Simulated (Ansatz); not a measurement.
Input file for Ansatz (a first-principles code): R-B3LYP/def2-TZVPPD on CH6GeO2 (a complex). Files ending in .json are basis or fitting sets from the Basis Set Exchange.

Ansatz 0.2 input:
```yaml
crystal:
  periodic: [false, false, false]
  atoms:
    - {symbol: Ge, position_ang: [-0.28487261, 0.14269139, 0.13678956]}
    - {symbol: H, position_ang: [-0.81388557, -0.21854167, -1.26177694]}
    - {symbol: H, position_ang: [-0.68262781, 1.57598804, 0.49631305]}
    - {symbol: H, position_ang: [1.23215911, -0.05081856, 0.19211862]}
    - {symbol: H, position_ang: [-0.95349594, -0.83098348, 1.13506136]}
    - {symbol: O, position_ang: [0.84589654, 0.90967172, 3.19477302]}
    - {symbol: C, position_ang: [0.42232192, 0.24711280, 4.10019503]}
    - {symbol: O, position_ang: [-0.45060805, -0.76140869, 3.98039795]}
    - {symbol: H, position_ang: [0.69597637, 0.38032180, 5.15460745]}
    - {symbol: H, position_ang: [-0.67542847, -0.85627483, 3.03596153]}
basis:
  gaussian:
    orbitals: def2-TZVPPD.json
hamiltonian:
  xc: {name: B3LYP}
scf: {lower_state_search: off}
```

Output:

```
WARN ansatz: RAYON_NUM_THREADS=1 ignored (pool sized by the plan → 1); use --threads N
Functional definition: B3LYP
these checks for a lower state are left out or cut short: stability, starts, cluster_reference, orbital_swaps, neighbouring_geometries, increment
integrals: 0.21 GiB planned
1310 factors; their error is unknown
mean field: 1.76 GiB planned
mean field evaluation 1: about -61744.8753 eV, gradient 6.1e1 eV
mean field evaluation 2: about -61735.1930 eV, gradient 9.6e1 eV
mean field evaluation 4: about -61750.4224 eV, gradient 7.0e0 eV
mean field evaluation 8: about -61750.5041 eV, gradient 3.5e-1 eV
mean field evaluation 16: about -61750.6930 eV, gradient 2.5e-4 eV
mean field -61750.69296288 eV, -2269.2961102629 hartree, gradient 2.4e-6 eV, S^2 0.000000; 0 other end points of the search recorded, 0 dependent functions left out
reference -61750.69326446 eV, -2269.2961213458 hartree; 30, 30 occupied and 243, 243 virtual orbitals, 1310 factors
Total energy: -61750.69326446 eV, -2269.2961213458 hartree
Checks for a lower state left out: stability, starts, cluster_reference, orbital_swaps, neighbouring_geometries, increment
```

Self-consistency was reached.

Cost: very roughly 2.6 core-seconds.
